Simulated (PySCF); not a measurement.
**Worked example: oscillator strength and radiative lifetime**

Si(H)(F)(Br)(OMe) (CH₄BrFOSi), SMILES [SiH](F)(OC)Br.

Geometry optimised at PBE0-D3(BJ)/def2-SVP. This is a generated structure with no PubChem entry under its InChIKey; it may be hypothetical. The values are those of a single conformer.

TDDFT-PBE/def2-SVPD in PySCF puts the first singlet state with f over 0.02 at 7.03 eV (vertical), with the transition dipole (0.247, 0.071, -0.423) in atomic units.

Task: Find the oscillator strength, the wavelength and the radiative lifetime that this transition would have in vacuum if emission retraced absorption.

Result: 
|μ|² = 0.2450 au, so |μ| = 1.26 D. ΔE = 7.03/27.211 = 0.2583 hartree. f = (2/3) ΔE |μ|² = 0.042 (the program prints 0.042).
λ = 1239.84/7.03 = 176 nm; ν = 56701 cm⁻¹.
Einstein's coefficient A = 0.6670 ν² f s⁻¹ (ν in cm⁻¹) = 9.0e7 s⁻¹, so τ = 1/A = 11 ns. This state is S3; the lower singlets have f = 0.004, 0.018. The figure is the radiative limit of this one transition; relaxation, internal conversion, crossing to triplets and a medium change what is measured.
